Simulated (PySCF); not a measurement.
# [Zn(OCH3)2] (charge 0, multiplicity 1)

The numbers are results of TPSSh-D3(BJ)/def2-TZVP // PBE-D3(BJ)/def2-SVP in PySCF, not measurements.

| Item | Value |
|---|---|
| HOMO | -6.46 eV |
| dipole moment | 2.02 D |
| HOMO–LUMO gap | 4.94 eV |
| LUMO | -1.52 eV |
| charge on the central atom (Mulliken) | 0.56 e |
| charge on the central atom (meta-Löwdin) | 1.28 e |
| total energy | -2009.7656 Ha |
| cost | roughly 7 core-minutes |

```xyz
11

Zn    -0.1086    -0.0553     0.1168
O      1.3193    -0.0819     1.1828
C      1.3273    -0.6406     2.4703
H      0.6187    -0.1498     3.1843
H      2.3466    -0.5199     2.9056
H      1.1020    -1.7369     2.4927
O     -1.2988     0.1493    -1.1937
C     -2.6324    -0.2815    -1.1172
H     -2.7471    -1.3869    -0.9831
H     -3.1458    -0.0255    -2.0731
H     -3.2227     0.2066    -0.3009
```
Charge 0, spin multiplicity 1.
